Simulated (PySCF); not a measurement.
## Property card for `C#CC#CC(=C)C(F)(F)F`

Compound: C₇H₃F₃.
SMILES with atom numbers: `[CH:1]#[C:2][C:3]#[C:4][C:5](=[CH2:6])[C:7]([F:8])([F:9])[F:10]` (hydrogens: H11 on C1; H12, H13 on C6)

Cartesian coordinates in Å at the GFN2-xTB level; atoms count from 1:
```
atom  x, y, z in Å
C1     2.1738   -3.1128    1.7416
C2     1.4900   -2.2444    1.2602
C3     0.7226   -1.2690    0.7192
C4     0.0089   -0.4182    0.2344
C5    -0.7630    0.6130   -0.3298
C6    -2.0552    0.5116   -0.6388
C7     0.0083    1.8925   -0.5686
F8     1.0448    1.7075   -1.4036
F9     0.5213    2.3920    0.5687
F10   -0.7432    2.8628   -1.1058
H11    2.7736   -3.8644    2.1600
H12   -2.5898   -0.4049   -0.4633
H13   -2.5966    1.3347   -1.0705
```

Among its groups: alkyne, C=C double bond, CF3 group and C–F bond.

**GFN2-xTB geometry**

* Point group of the GFN2-xTB geometry: Cs
* Rotational constants A, B, C of the GFN2-xTB geometry: 2.864, 0.674, 0.603 GHz

**PBE0/def2-SVPD ground state and vertical TDDFT (core frozen in the response) (PySCF)**

* Dipole moment: 2.52 D
* HOMO energy: -7.43 eV
* LUMO energy: -2.23 eV
* HOMO–LUMO gap: 5.20 eV
* Lowest singlet excitation: 4.09 eV (303 nm, f = 0.000)
* Strongest line among the 6 lowest singlet transitions: S4 at 6.08 eV (204 nm, f = 0.591)
* Lowest triplet excitation (Tamm–Dancoff): 2.87 eV
* Static isotropic polarisability: 96.4 au
* Electronic spatial extent ⟨r²⟩ about the centre of nuclear charge: 1750 bohr²

From PBE0/pcSseg-1 ground state and GIAO shieldings, non-relativistic (PySCF):

- Lowest Hirshfeld atomic charge: -0.10 e on F8/F9
- Highest Hirshfeld atomic charge: +0.26 e on C7
- 13C chemical shifts (computed TMS as zero) by class: 140.3 (C6), 131.4 (C7), 129.5 (C5), 91.3 (C3), 84.1 (C1), 72.9 (C2), 71.3 (C4) ppm
- 1H chemical shifts (computed TMS as zero) by class: 6.74 (H13), 6.46 (H12), 2.06 (H11) ppm
- Isotropic shieldings of nuclei other than C and H, by class: 251 (F8/F9/F10) ppm
- Mayer bond orders between heavy atoms: C1–C2 2.24, C2–C3 0.96, C3–C4 1.98, C4–C5 1.00, C5–C6 1.93, C5–C7 1.02, C7–F8 1.01, C7–F9 1.01, C7–F10 0.99

Monoisotopic mass from the formula: 144.0187 u.

The largest Löwdin shares of the LUMO are 0.28 on C6, 0.17 on C5, 0.12 on C3 and 0.11 on C1. The largest Löwdin shares of the HOMO are 0.19 on C1, 0.19 on C4, 0.18 on C3 and 0.15 on C6. A dipole of 2.52 D is allowed in Cs, and pure rotational transitions are dipole-allowed. S1 lies 1.11 eV below the HOMO–LUMO gap; its leading configuration is HOMO−1→LUMO, weight 0.95.

Geometry: GFN2-xTB; no solvent or vibrations. NMR classes are plain means over equivalent atoms (diastereotopic ones count apart unless rotation or inversion swaps them), as if these changed places fast; in this geometry the members of some classes differ.
